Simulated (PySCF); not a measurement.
# [Nd(CH3)2]+: one run

[Nd(CH3)2]+ (singlet in the valence; each metal's 4f electrons, 3 of them, lie in its core potential, out of spins and levels). PySCF 2.14.0, RKS M06-L, Nd lcecp-1-SVP with ECP49, C def2-SVP, H def2-SVP; non-relativistic Hamiltonian with scalar-relativistic core potentials where named; density fitting; no spin-orbit coupling. Purpose: level M06-L.

```python
mol = gto.M(atom='''
Nd    -0.00000     0.00000    -0.26880
C      1.74399     0.02107     1.24538
H      2.72851    -0.22312     0.80401
H      1.83215     1.01085     1.73521
H      1.53942    -0.70985     2.05172
C     -1.74399    -0.02107     1.24538
H     -2.72851     0.22312     0.80401
H     -1.83215    -1.01085     1.73521
H     -1.53942     0.70985     2.05172''',
    basis={'Nd': 'lcecp-1-SVP', 'C': 'def2-SVP', 'H': 'def2-SVP'},
    ecp={'Nd': 'lcecp-1-SVP'},
    charge=1, spin=0)
mf = dft.RKS(mol, xc='M06L')
mf.grids.atom_grid = (75, 302)  # f atoms: unpruned, at least (60, 302)
mf = mf.density_fit()  # fitting sets: Nd AutoAux, C def2-universal-JKFIT, H def2-universal-JKFIT
mf.conv_tol = 1e-08; mf.max_cycle = 55
mf.kernel(dm0)  # dm0: converged density of the relaxed state
mf.nuc_grad_method().kernel()
```

Run from Python with OMP_NUM_THREADS=2; the lines above give its settings. Where DIIS fails, smearing, a level shift and second-order steps follow.
It took 8.4 s on 2 threads of Arm Neoverse V2, on a shared host, from an already converged density.

Q: Where do the frontier levels lie, over both spins?

A: HOMO -10.31 eV, LUMO -6.80 eV. The 4f levels lie in the core potential and are missing.

Q: What are the Mulliken charges and spins?

A: 
| atom | charge (e) | spin (e) |
| --- | --- | --- |
| Nd1 | 1.349 | 0.000 |
| C2 | -0.561 | 0.000 |
| H3 | 0.125 | 0.000 |
| H4 | 0.129 | 0.000 |
| H5 | 0.133 | 0.000 |
| C6 | -0.561 | 0.000 |
| H7 | 0.125 | 0.000 |
| H8 | 0.129 | 0.000 |
| H9 | 0.133 | 0.000 |
The spin of the 4f electrons in the core isn't counted.

Q: What forces act on the atoms (eV/Å)?

A: 
```
Nd   0.00  0.00 -0.10
C    0.06  0.01  0.02
H   -0.03  0.02  0.08
H    0.04 -0.08 -0.02
H    0.05  0.05 -0.03
C   -0.06 -0.01  0.02
H    0.03 -0.02  0.08
H   -0.04  0.08 -0.02
H   -0.05 -0.05 -0.03
```
Forces carry noise of the integration grid, about 0.01 to 0.03 eV/Å.

The geometry was relaxed with PBE0 (Nd lcecp-1-SVP with ECP49, C def2-SVP, H def2-SVP).

An lcecp potential fixes the number of 4f electrons, so in runs with it no electron can move into or out of that shell.
